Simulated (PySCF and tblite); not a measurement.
Values are calculated unless marked as measured or tabulated.
C8H13F, numbered as in [F:1][C@H:2]1[CH2:3][C@H:4]2[CH2:5][CH2:6][CH2:7][C@H:8]2[CH2:9]1.

Geometries GFN2-xTB; weights from PBE0-D3(BJ)/pcSseg-1 energies and GFN2-xTB thermal corrections, with symmetry numbers and mirror pairs. Conformers within 1.5 kcal/mol (GFN2-xTB free energy) were kept, 6 at most. GIAO shieldings: PBE0/pcSseg-1. Shifts are against TMS (¹H), TMS (¹³C), CFCl3 (¹⁹F) at the same level; of two unlike H on one atom, a is the less shielded. Run with PySCF (density fitting) and tblite.

(1) Predict the averaged NMR shifts at 298.15 K.

(2) How do the conformers differ?

(3) Which signal moves most, for its nucleus, between 150 and 600 K through the change of populations alone?

Unscaled ¹⁹F shifts at such levels can be off by tens of ppm; differences between conformers or isomers are more reliable. Shifts are unscaled: against experiment ¹³C can be off by 15 ppm or more and ¹H by 0.8 ppm.

Results:

(1) ¹H: 5.20 (H2, 1H), 2.48 (H4/H8, 2H), 1.94 (H3a/H9a, 2H), 1.94 (H5a/H7a, 2H), 1.85 (H3b/H9b, 2H), 1.80 (H6a, 1H), 1.54 (H5b/H7b, 2H), 1.43 (H6b, 1H) ppm. ¹³C: 100.8 (C2), 45.6 (C4/C8), 44.7 (C3/C9), 39.2 (C5/C7), 29.9 (C6) ppm. ¹⁹F: -201.7 (F1) ppm.

(2) The 5-ring runs over atoms 2–3–4–8–9. The 5-ring runs over atoms 4–5–6–7–8. Of a mirror pair one member is shown.
| conformer | shape | weight % |
| --- | --- | --- |
| 1 | 5-ring envelope (ring torsions 21, 0, -21, 34, -34°); 5-ring envelope (ring torsions -41, 41, -25, 0, 25°) | 58.3 |
| 2 | 5-ring envelope (ring torsions 3, 17, -30, 32, -22°); 5-ring between envelope and twist (ring torsions 41, -31, 10, 16, -35°) | 26.2 |
| 3 | 5-ring envelope (ring torsions -24, 0, 24, -39, 39°); 5-ring envelope (ring torsions 40, -40, 25, 0, -25°) | 13.0 |
| 4 | 5-ring envelope (ring torsions -24, 0, 24, -38, 38°); 5-ring envelope (ring torsions -40, 40, -25, 0, 25°) | 2.4 |

```tsv
signal	1	2	3	4	average
H2	5.26	5.15	4.99	5.22	5.20
H3a/H9a	1.75	2.10	2.35	2.43	1.94
H3b/H9b	2.00	1.82	1.30	1.42	1.85
H4/H8	2.51	2.55	2.28	2.17	2.48
H5a/H7a	2.07	1.80	1.55	2.16	1.94
H5b/H7b	1.54	1.59	1.49	1.20	1.54
H6a	1.73	2.03	1.63	1.92	1.80
H6b	1.34	1.51	1.62	1.54	1.43
C2	101.9	100.3	96.9	100.4	100.8
C3/C9	43.7	47.3	44.1	44.8	44.7
C4/C8	46.4	46.6	40.8	42.6	45.6
C5/C7	39.9	38.9	36.6	40.4	39.2
C6	32.1	26.8	25.4	34.4	29.9
F1	-201.8	-194.7	-213.8	-208.7	-201.7
```

(3) H3a/H9a: 1.81 ppm at 150 K, 1.94 ppm at 298.15 K, 1.95 ppm at 320 K, 2.03 ppm at 500 K, 2.05 ppm at 600 K.
